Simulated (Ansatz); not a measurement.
Abridged output of a molecular run in Ansatz:

```
Functional definition: HF
1001 factors; integrals over basis functions are off by at most 1.2e-3 eV
mean field evaluation 1: about -61325.6991 eV, gradient 2.2e1 eV
mean field evaluation 2: about -61325.6998 eV, gradient 2.2e1 eV
mean field evaluation 4: about -61327.4235 eV, gradient 2.7e0 eV
mean field evaluation 8: about -61327.4504 eV, gradient 1.1e-4 eV
mean field -61327.45035680 eV, -2253.7422313734 hartree, gradient 1.2e-6 eV, S^2 0.000000; 0 other end points of the search recorded, 0 dependent functions left out
15 core orbitals not correlated: weight in the atoms' cores, before any rotation towards them, 1.000 or more for the frozen orbitals, at most 0.000 for the correlated occupied ones
reference -61327.45035680 eV, -2253.7422313734 hartree; 14, 14 occupied and 70, 70 virtual orbitals, 1001 factors
second order -12.67750867 eV of doubles, -0.00000000 eV of singles
cycle   1  -13.17467583 eV  change   -5.0e-1 eV  update   9.8e-2
cycle   2  -13.69126573 eV  change   -5.2e-1 eV  update   3.1e-2
cycle   3  -13.77359653 eV  change   -8.2e-2 eV  update   1.4e-2
cycle   4  -13.77049598 eV  change    3.1e-3 eV  update   3.3e-3
cycle   5  -13.77067651 eV  change   -1.8e-4 eV  update   1.1e-3
cycle   6  -13.77036120 eV  change    3.2e-4 eV  update   3.4e-4
cycle   7  -13.77023793 eV  change    1.2e-4 eV  update   1.1e-4
cycle   8  -13.77025130 eV  change   -1.3e-5 eV  update   3.6e-5
cycle   9  -13.77025383 eV  change   -2.5e-6 eV  update   1.1e-5
perturbative correction -0.40354690 eV, -0.0148300749 hartree
Total energy: -61341.62415752 eV, -2254.2631089428 hartree
```

Its atoms:

Z-matrix (Å, degrees):
```
C
Si 1 1.880
H 1 1.092 2 110.8
H 1 1.092 2 111.0 3 120.2
H 1 1.092 2 110.8 3 -119.6
Ga 2 2.414 1 114.4 3 59.8
H 2 1.494 1 109.6 3 -178.2
H 2 1.494 1 109.6 3 -62.2
H 6 1.575 2 120.8 1 -179.9
H 6 1.577 2 122.1 1 0.1
```

(1) Which basis set was used?
A. def2-SVP
B. def2-TZVPPD
C. def2-TZVPP
D. cc-pV(Q+d)Z

(2) Write the keys of the input that set method, charge and spin (a neutral closed shell needs none for the last two).

Results:

(1) A. It gives 99 functions.

(2) 
```yaml
correlation: {method: ccsd_t}
```
